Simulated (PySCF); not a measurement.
## Gas-phase thermal properties of SrF

Method: PySCF energies (xtb for GFN2) plus ideal-gas RRHO corrections (1 bar). 'Table' is the NASA 1993 thermochemical table (part measured, part estimated). Open shells (unrestricted): SrF (multiplicity 2). GFN2 has no spin-polarisation term. Sr: scalar-relativistic def2 core potential, no spin-orbit coupling. The harmonic model lacks anharmonicity and excited electronic states, which grow with temperature; levels with a mode under 35 cm⁻¹ are left out. The table's entry may be an old estimate for SrF (not checked at source).

```
level           point group  σ  ZPE (kJ/mol)  S°298 (J/mol/K)  Cp298 (J/mol/K)  S°1000 (J/mol/K)  H1000 − H298 (kJ/mol)
--------------  -----------  -  ------------  ---------------  ---------------  ----------------  ---------------------
table                     -  -             -            239.9             34.5             283.9                   25.7
GFN2-xTB                C∞v  1           2.6            239.5             35.0             283.5                   25.7
PBE/def2-SVP            C∞v  1           3.1            239.7             34.1             283.2                   25.4
PBE0/def2-TZVP          C∞v  1           3.0            239.8             34.3             283.5                   25.5
```
σ: rotational symmetry number. Electronic degeneracy used: 2. Frequencies are unscaled.
